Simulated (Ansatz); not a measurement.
Stepwise reaction of `[SH][SnH]([Cl])[Cl]` with hydrogen, as a gas-phase model of exchange steps in deposition or etching. ΔE in kJ/mol; ΔG adds harmonic PBE0-D4 terms to CCSD(T)/CBS, at 1 bar.

Calculated with Ansatz (gas phase, PBE0-D4/def2-TZVP geometries, no zero-point term in ΔE). CCSD(T)/CBS adds triple-zeta CCSD(T) − MP2 to the extrapolated MP2 energy (def2 sets, frozen cores). This one scheme is used for every species. DFT in def2-TZVPP. B3LYP here is the variant with VWN-RPA as its local correlation; programs differ in this. Elements past krypton have def2 core potentials. For Sn outer-core shells are correlated without core-valence functions, which leaves a few kJ/mol of doubt a bond. Each species was taken in one conformer, which may not be the lowest.

```
step                                    reaction  PBE-D4  B3LYP-D4  ωB97M-V  CCSD(T)/CBS  ΔG(400 K)
   2  `[SH][SnH2][Cl]` + H₂ → `[SH][SnH3]` + HCl    76.8      78.2     74.6         79.2       72.2
```

Problem. Give the row of step 1, `[SH][SnH]([Cl])[Cl]` + H₂ → `[SH][SnH2][Cl]` + HCl. (Estimate.)

Solution. The calculation gave: 
| step | reaction | PBE-D4 | B3LYP-D4 | ωB97M-V | CCSD(T)/CBS | ΔG(400 K) |
| --- | --- | --- | --- | --- | --- | --- |
| 1 | `[SH][SnH]([Cl])[Cl]` + H₂ → `[SH][SnH2][Cl]` + HCl | 69.3 | 70.6 | 66.6 | 71.0 | 69.0 |

Problem. By hand: ΔE of the 2 steps together at CCSD(T)/CBS.

Solution. (71.0) + (79.2) = 150.2 kJ/mol, or 75.1 kJ/mol a step.

In ΔE each step is higher than the one before. All are uphill at CCSD(T)/CBS. ΔG lies between 69.0 and 72.2 kJ/mol a step. PBE-D4 differs from CCSD(T)/CBS by -2.4 to -1.7 kJ/mol a step. Isolated molecules leave out the surface, adducts and barriers. Largest T1 diagnostic: 0.012.
